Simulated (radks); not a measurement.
The numbers below are computed, except where a source is named.
Valence configurations of Mn IV (all share [Ar]). Code: a radial shooting solver on a logarithmic mesh with Libxc functionals. Model: scalar-relativistic Kohn-Sham, BLYP, spin-polarised, spherical densities, finite nucleus; open shells are filled with parallel spins first; Fermi nuclear charge, rms radius 3.7057 fm. Energies are relative to 3d4; eigenvalues in eV for spin up.

valence,E (eV),moment (Bohr magnetons),e(3d),e(4p),e(4s)
3d4,0.000,4,-42.690,-,-
3d3.5 4p0.5,9.961,4,-46.673,-25.542,-
3d3 4s1,13.891,4,-49.740,-,-33.711
3d3 4p1,21.177,4,-50.769,-27.006,-
3d2.5 4s1.5,23.339,3,-53.455,-,-34.723
3d2 4s1 4p1,40.025,4,-58.289,-29.223,-36.969
3d2 4s0.5 4p1.5,43.900,4,-58.774,-29.470,-37.226
3d2 4p2,47.781,4,-59.255,-29.711,-
3d1.5 4s1.5 4p1,52.491,3,-62.257,-30.040,-37.972
3d1 4s1 4p2,72.202,4,-67.177,-31.812,-40.031

NIST lists [Ar] 3d4 as the ground configuration; this level of theory agrees among the configurations tried. The energies are those of spherical high-spin densities, not of single terms.
